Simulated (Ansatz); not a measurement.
# GeH2 (SMILES [GeH2]): methods side by side

The species is GeH2 (3 atoms), meant as a singlet with charge 0. SMILES: `[GeH2]`. The shape is that of a PBE0-D4/def2-TZVP optimisation.

```xyz
3

Ge   -0.5701    0.4051   -0.2637
H     0.7830    0.7436    0.5090
H    -0.2129   -1.1487   -0.2453
```

Quantity: the energy change with the Ge1–H3 bond stretched from 1.594 to 1.993 Å, in eV. The values are calculated.

```
                        level                    kind  program  value (eV)
       HF/STO-3G (restricted)            Hartree–Fock   Ansatz        1.65
    SVWN5/STO-3G (restricted)                     LDA   Ansatz        1.38
   r2SCAN/STO-3G (restricted)                meta-GGA   Ansatz        1.41
    B3LYP/STO-3G (restricted)           global hybrid   Ansatz        1.41
    BHLYP/STO-3G (restricted)           global hybrid   Ansatz        1.52
CAM-B3LYP/STO-3G (restricted)  range-separated hybrid   Ansatz        1.53
  wB97M-V/STO-3G (restricted)  range-separated hybrid   Ansatz        1.52
   B2PLYP/STO-3G (restricted)           double hybrid   Ansatz        1.41
      MP2/STO-3G (restricted)     perturbation theory   Ansatz        1.41
     CCSD/STO-3G (restricted)   coupled cluster or CI   Ansatz        1.19
```

All-electron rows without a relativistic Hamiltonian named are non-relativistic. The first shape isn't each level's own minimum. The values span 1.19 to 1.65 eV. All rows use very small basis sets, so none should be taken for the real molecule's value. In the correlated wave-function rows the outer d shell of Ge is correlated, in sets not made for it.
